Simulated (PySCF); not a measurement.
Electronic structure of Al²⁺ (aluminium, charge +2) at the PBE level

Configuration: [Ne] 3s1, 2S determinant. Calculation: PySCF 2.14, in aug-cc-pCVQZ-DK (10s9p7d5f3g, 134 functions); scalar relativity by spin-free X2C-1e.

| Quantity | Value |
| --- | --- |
| Total energy | -241.7636 hartree |
| One-electron energy | -327.9278 hartree |
| Hartree (Coulomb) energy | 104.1769 hartree |
| Exchange-correlation energy | -18.0128 hartree |
| ⟨S²⟩ | 0.7500 |
| ⟨L²⟩ | 0.000 |
| Sum of ⟨r⟩ | 7.286 bohr |
| Sum of ⟨r²⟩ | 9.219 bohr² |
| Langevin diamagnetic susceptibility | -7.30 ×10⁻⁶ cm³/mol |

| shell | electrons | mean orbital energy (eV) | rms radius, mean of both spins (bohr) |
| --- | --- | --- | --- |
| 1s α | 1 | -1531.7 | 0.139 |
| 1s β | 1 | -1531.6 | 0.139 |
| 2s α | 1 | -128.78 | 0.684 |
| 2s β | 1 | -128.54 | 0.684 |
| 2p α | 3 | -90.288 | 0.677 |
| 2p β | 3 | -90.037 | 0.677 |
| 3s α | 1 | -24.478 | 2.34 |

Densities and radii are taken from the X2C orbitals without a picture-change correction, which distorts them close to the nucleus.
